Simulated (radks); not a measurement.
The numbers below are computed, except where a source is named.
Task: All-electron atom: Ni9+ in [Ar] 3d1 (the NIST ground configuration). Code: a radial shooting solver on a logarithmic mesh with Libxc functionals. Model: scalar-relativistic Kohn-Sham, LB94 model potential, spin-polarised, spherical densities, finite nucleus; open shells are filled with parallel spins first; Fermi nuclear charge, rms radius 3.7757 fm. Some entries of the table are withheld. Estimate them.

orbital  occ.  eigenvalue (hartree)  <1/r> (bohr^-1)
1s down     1             -313.1854            28.13
1s up       1             -313.1845            28.13
2s down     1             -45.73562            6.085
2s up       1             -45.72496            6.084
2p down     3             -40.70102            5.986
2p up       3             -40.69177            5.985
3s up       1             -12.01894            2.086
3s down     1             -11.95567            2.082
3p up       3             -10.51204            1.994
3p down     3             -10.45071            1.990
3d up       1              -8.16367            1.831
3d down     0              -8.11008            1.831
4s up       0                   (1)           0.9694
4s down     0                   (2)           0.9659
4p up       0              -4.76741           0.9245
4p down     0              -4.75538           0.9210

Result: 
(1) 4s up eigenvalue (hartree): -5.28418
(2) 4s down eigenvalue (hartree): -5.26985
